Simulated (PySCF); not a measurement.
Sn(H)(F)2(OH) (F₂H₂OSn), SMILES [OH][SnH]([F])[F].

Coordinates come from a B3LYP-D3(BJ)/def2-SVP optimisation. The def2 effective core potentials stand for the cores of Sn; spin–orbit coupling is left out. One conformer was computed; it need not be the lowest.

The numbers are results of TDA-M06-2X/def2-SVPD (PySCF), not measurements.

Vertical excitations. Isolated molecule, no solvent. State labels are in the subgroup Cs.

```
state  symmetry  energy (eV)  λ (nm)      f                                                               main pairs
-----  --------  -----------  ------  -----  -----------------------------------------------------------------------
S1           A"         6.77     183  0.029                                                           HOMO→LUMO 88 %
S2           A'         7.87     157  0.127                                       HOMO−1→LUMO 72 %, HOMO→LUMO+1 12 %
S3           A"         8.39     148  0.007                                       HOMO−3→LUMO 55 %, HOMO−4→LUMO 14 %
S4           A"         8.45     147  0.018                   HOMO−4→LUMO 52 %, HOMO−3→LUMO 17 %, HOMO−1→LUMO+1 11 %
S5           A'         8.52     145  0.210                                       HOMO−2→LUMO 56 %, HOMO−6→LUMO 19 %
S6           A'         8.71     142  0.015                   HOMO−5→LUMO 54 %, HOMO−1→LUMO+2 13 %, HOMO→LUMO+1 11 %
S7           A"         8.87     140  0.000                                                         HOMO→LUMO+2 77 %
S8           A"         9.16     135  0.009                                     HOMO−1→LUMO+1 64 %, HOMO−4→LUMO 13 %
S9           A'         9.16     135  0.080                                                         HOMO→LUMO+1 62 %
S10          A"         9.22     134  0.005  HOMO→LUMO+3 38 %, HOMO→LUMO+4 31 %, HOMO−1→LUMO+1 10 %, HOMO→LUMO+2 9 %
T1           A"         6.21     200      0                                                           HOMO→LUMO 84 %
T2           A'         6.65     187      0                                                         HOMO−1→LUMO 85 %
T3           A'         7.12     174      0                                                         HOMO−2→LUMO 80 %
T4           A"         7.86     158      0                                                         HOMO−3→LUMO 77 %
```
Triplets are in the Tamm–Dancoff approximation.
